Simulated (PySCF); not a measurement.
CH₇AlO₃Si, SMILES C[SiH2][O][Al]([OH])[OH].

Coordinates come from a B3LYP-D3(BJ)/def2-SVP optimisation. The structure was generated by enumeration; whether it is a known compound was not checked. The values are those of a single conformer.

All values below come from TDA-CAM-B3LYP/def2-SVPD run with PySCF.

Vertical excitations. The molecule is in vacuum.

Computed excitation energies, oscillator strengths and character:
| state | energy (eV) | λ (nm) | f | main pairs |
|---|---|---|---|---|
| S1 | 6.93 | 179 | 0.002 | HOMO−1→LUMO 78 % |
| S2 | 6.99 | 177 | 0.014 | HOMO→LUMO 80 % |
| S3 | 7.06 | 176 | 0.000 | HOMO−2→LUMO 90 % |
| S4 | 7.76 | 160 | 0.096 | HOMO−3→LUMO 73 % |
| S5 | 7.79 | 159 | 0.042 | HOMO−4→LUMO 75 % |
| S6 | 7.86 | 158 | 0.082 | HOMO−5→LUMO 80 % |
| S7 | 8.26 | 150 | 0.099 | HOMO→LUMO+1 78 % |
| S8 | 8.34 | 149 | 0.015 | HOMO−1→LUMO+1 70 %, HOMO−1→LUMO+3 12 % |
| S9 | 8.56 | 145 | 0.009 | HOMO→LUMO+4 78 % |
| S10 | 8.60 | 144 | 0.012 | HOMO−6→LUMO 28 %, HOMO→LUMO+3 28 %, HOMO→LUMO+6 11 %, HOMO→LUMO+7 7 % |
| T1 | 6.69 | 185 | 0 | HOMO−1→LUMO 68 %, HOMO−3→LUMO 11 % |
| T2 | 6.72 | 184 | 0 | HOMO−2→LUMO 84 % |
| T3 | 6.76 | 183 | 0 | HOMO→LUMO 72 % |
| T4 | 7.23 | 171 | 0 | HOMO−3→LUMO 62 % |
Triplets are in the Tamm–Dancoff approximation.
